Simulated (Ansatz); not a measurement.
`[O]=[Mo]([OH])([F])([Cl])[Cl]`, 7 atoms. The species carries charge 0 and has multiplicity 1. Correlated methods include outer-core shells of Mo, which these sets cover unevenly. Mo: def2 effective core potential. All runs use 4 threads of an Arm Neoverse V1 on a shared host. Correlated methods freeze the cores.

Q: Give the basis size and wall time and peak host memory of each of these runs in Ansatz. RHF-CCSD(T)/def2-SVP energy; RKS ωB97M-V/def2-SVP energy; RKS PBE0-D4/def2-TZVP relaxation (31 steps); RHF-MP2/def2-QZVPP energy; direct RPA on PBE orbitals/def2-TZVPP energy; RKS r2SCAN-D4/def2-TZVPP energy and forces; RKS PBE0-D4/def2-QZVPP energy; RKS ωB97M-V/def2-QZVPP energy; RHF-CCSD(T)/def2-TZVPP energy; RKS PBE0-D4/def2-TZVP frequencies; RKS BLYP-D4/def2-TZVPP energy; RKS PBE0-D4/def2-SVP energy. (Best estimate.)

A: The calculation gave: Other jobs shared the machine, so times are rough.

| level | job | functions | wall time | peak host memory (GiB) |
| --- | --- | --- | --- | --- |
| RKS PBE0-D4/def2-SVP | energy | 114 | 1.9 s | 0.27 |
| RKS BLYP-D4/def2-TZVPP | energy | 247 | 3.4 s | 0.37 |
| RKS r2SCAN-D4/def2-TZVPP | energy and forces | 247 | 7.5 s | 0.4 |
| RKS ωB97M-V/def2-SVP | energy | 114 | 8.5 s | 0.41 |
| RKS PBE0-D4/def2-QZVPP | energy | 422 | 11 s | 1.8 |
| direct RPA on PBE orbitals/def2-TZVPP | energy | 247 | 11 s | 0.67 |
| RHF-CCSD(T)/def2-SVP | energy | 114 | 18 s | 0.67 |
| RHF-MP2/def2-QZVPP | energy | 422 | 25 s | 2.2 |
| RKS ωB97M-V/def2-QZVPP | energy | 422 | 29 s | 2.1 |
| RKS PBE0-D4/def2-TZVP | relaxation (31 steps) | 213 | 2.6 min | 0.68 |
| RKS PBE0-D4/def2-TZVP | frequencies | 213 | 2.8 min | 0.68 |
| RHF-CCSD(T)/def2-TZVPP | energy | 247 | 7.7 min | 6 |
